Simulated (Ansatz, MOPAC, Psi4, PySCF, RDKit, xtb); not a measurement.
Dimer: NH3 (SMILES N) (first 4 atoms) with CHN (SMILES C#N); geometry from B3LYP-D3(BJ)/def2-TZVP, rigid monomers moved along the line of their centres of mass till N1···H7 is 2.38 Å.
(charge 0, multiplicity 1):
```xyz
7

N     -0.3143     0.0262     0.0127
H     -1.1880     0.4366    -0.2992
H      0.4363     0.5891    -0.3731
H     -0.2471    -0.8937    -0.4094
C     -0.1405    -0.1315     3.4741
N     -0.0844    -0.1824     4.6193
H     -0.1940    -0.0832     2.3901
```

```
level                                  interaction energy (kJ/mol)  minus CCSD(T)/CBS(aug-cc-pVDZ, aug-cc-pVTZ)   cost
-------------------------------------  ---------------------------  -------------------------------------------  -----
MMFF94                                                       -14.7                                         10.6      -
UFF                                                            5.1                                         30.4      -
GFN-FF                                                       -14.1                                         11.2      -
AM1                                                           -9.4                                         15.9      -
PM3                                                          -10.8                                         14.5      -
PM6                                                          -16.2                                          9.1      -
GFN1-xTB                                                     -13.4                                         11.9      -
GFN2-xTB                                                     -17.0                                          8.4      -
HF/STO-3G (no counterpoise)                                  -22.3                                          3.0      -
HF/3-21G (no counterpoise)                                   -45.0                                        -19.7      -
HF/6-31G*                                                    -28.5                                         -3.2      -
HF/6-31G* (no counterpoise)                                  -30.8                                         -5.5      -
HF/aug-cc-pVDZ                                               -23.3                                          2.0      -
PBE/def2-TZVPPD                                              -25.1                                          0.2     ×1
PBE-D3(BJ)/def2-TZVPPD                                       -27.1                                         -1.8     ×1
PBE-D4/def2-TZVPPD                                           -26.9                                         -1.6     ×1
BP86/6-31G* (no counterpoise)                                -32.5                                         -7.2      -
r2SCAN/def2-TZVPPD                                           -24.5                                          0.9     ×1
r2SCAN-D4/def2-TZVPPD                                        -25.1                                          0.2     ×1
B3LYP/3-21G (no counterpoise)                                -50.6                                        -25.3      -
B3LYP/6-31G* (no counterpoise)                               -33.6                                         -8.3      -
B3LYP/6-311+G** (no counterpoise)                            -27.7                                         -2.4      -
B3LYP/def2-TZVPPD                                            -23.7                                          1.7     ×1
B3LYP-D4/def2-TZVPPD                                         -26.2                                         -0.9     ×1
PBE0/def2-TZVPPD                                             -25.7                                         -0.4     ×1
PBE0-D3(BJ)/def2-TZVPPD                                      -27.5                                         -2.2     ×1
PBE0-D4/def2-TZVPPD                                          -27.3                                         -2.0     ×1
M06-2X/6-31G* (no counterpoise)                              -34.3                                         -9.0      -
wB97M-V/def2-TZVPPD                                          -25.9                                         -0.5     ×3
MP2/6-31G*                                                   -29.1                                         -3.7      -
MP2/6-31G* (no counterpoise)                                 -34.4                                         -9.1      -
MP2/aug-cc-pVDZ                                              -23.8                                          1.5      -
MP2/aug-cc-pVTZ                                              -24.8                                          0.5      -
MP2/CBS(aug-cc-pVDZ, aug-cc-pVTZ)                            -25.2                                          0.1      -
SCS-MP2/aug-cc-pVDZ                                          -22.4                                          2.9      -
SCS-MP2/aug-cc-pVTZ                                          -23.4                                          1.9      -
CCSD/aug-cc-pVDZ                                             -23.1                                          2.2      -
CCSD(T)/aug-cc-pVDZ                                          -23.5                                          1.8     ×4
CCSD(T)/CBS(aug-cc-pVDZ, aug-cc-pVTZ)                        -25.3                                          0.0  ×300*
SAPT0/jun-cc-pV(D+d)Z                                        -28.0                                         -2.7      -
```

 The comparison column counts from a level with limits of its own.

The rows run from -50.6 (B3LYP/3-21G (no counterpoise)) to 5.1 kJ/mol (UFF). From aug-cc-pVDZ to aug-cc-pVTZ MP2 changes by -0.9. The dispersion term adds -1.9 in PBE-D3(BJ), -1.8 in PBE-D4, -0.7 in r2SCAN-D4. The 5 functionals in def2-TZVPPD without D3 or D4 span 2.2, from wB97M-V to B3LYP.

Monomers are frozen at their geometry in the pair; levels with a basis set take the counterpoise correction. Rows marked so take none. RDKit's UFF carries no charges.

Cores are frozen in the correlated methods. CBS: X⁻³ extrapolation of the correlation energy, Hartree–Fock from the larger set. Rows in 3-21G, 6-311+G**, 6-31G*, STO-3G carry no dispersion term and start afresh at each structure (6-31G* with six Cartesian d functions). MP2/6-31G* freezes PySCF's default core. The state that AM1, PM3, PM6 reach isn't checked.

Programs: Ansatz (a program for electronic structure) with Gaussian orbitals; MOPAC for AM1, PM3, PM6 (differences of heats of formation); Psi4 for SAPT; PySCF for 3-21G rows, 6-311+G** rows, 6-31G* rows, STO-3G rows, the dispersion terms; RDKit for the force fields; xtb for the GFN methods. Each number belongs to the level named beside it.

Costs are rough ratios of core time to PBE/def2-TZVPPD (about 5 s over the structures, on one shared machine); a dash marks a level with no comparable run of its own. A star marks coupled-cluster runs past 200 virtual orbitals, where the program's memory plan changes under this machine's limit, so their costs aren't comparable with smaller runs.
